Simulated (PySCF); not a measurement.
## Radial density of Ar²⁺ (argon, charge +2)

UHF, [Ne] 3s1 3p4 3d1, one real determinant (an excited configuration). Computed with PySCF 2.14 in aug-cc-pCVTZ-DK (8s7p5d3f, 75 functions), with scalar relativity by spin-free X2C-1e.

```tsv
r (bohr)	4πr²ρ (e/bohr)	4πr²(ρα − ρβ)
0.00174	0.1688	0.0008
0.00292	0.4346	0.0020
0.00491	1.096	0.0051
0.00826	2.649	0.0122
0.0139	5.942	0.0273
0.0234	11.72	0.0532
0.0393	18.54	0.0828
0.0661	20.65	0.1005
0.111	15.67	0.1816
0.187	16.39	0.5130
0.315	20.81	0.5244
0.529	9.729	0.1004
0.890	4.144	2.2519
1.50	4.033	2.6686
2.52	0.7848	0.5070
4.24	0.02455	0.0180
7.13	1.937e-05	0.0000
```

Densities and radii are taken from the X2C orbitals without a picture-change correction, which distorts them close to the nucleus.

⟨L²⟩ = 8.04 against 12 for a pure F term, so this real determinant mixes terms. The outer electron is Rydberg-like, and this basis confines it to a smaller radius and binds it less than a complete one would.
